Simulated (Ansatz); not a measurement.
Ansatz (an electronic-structure program) input:

Ansatz 0.2 input:
```yaml
crystal:
  periodic: [false, false, false]
  atoms:
    - {symbol: Ca, position_ang: [-0.00000000, -0.00000000, -1.12308380]}
    - {symbol: Cl, position_ang: [0.00000000, 0.00000000, 1.32127506]}
basis:
  gaussian:
    orbitals: def2-TZVP
hamiltonian:
  xc: {name: wB97X-V}
magnetization: {spin_polarized: true, initial_magnetization: 1}
relax: {f_tol: 0.003, max_steps: 100}
```

### Question
Which total energy does the run end on?

### Answer
-1137.69867 Eh (wB97X-V/def2-TZVP). The basis has 73 functions.
